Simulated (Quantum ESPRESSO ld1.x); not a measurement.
Question: Species: Kr. Configuration: [Ar] 3d10 4s2 4p4 5s2 (not the ground configuration). Calculated with ld1.x of Quantum ESPRESSO 7.5: Dirac Kohn-Sham, rPW86 exchange with PBE correlation, spin-unpolarised, spherical densities, point nucleus; open shells fill j = l - 1/2 first.

Spin-orbit splittings of the eigenvalues, e(l+1/2) - e(l-1/2), with zeta = 2 splitting/(2l+1) and mean radii in bohr:

shell  occ.  splitting (eV)  zeta (eV)  <r> j=l-1/2  <r> j=l+1/2
2p        6               ?          ?       0.1573       0.1613
3p        6           7.907      5.271       0.5332       0.5436
3d       10           1.300     0.5200       0.5533       0.5571
4p        4          0.7746     0.5164        1.753        1.787

Estimate the 2p splitting.

Answer: 53.88 eV (zeta = 35.92 eV).
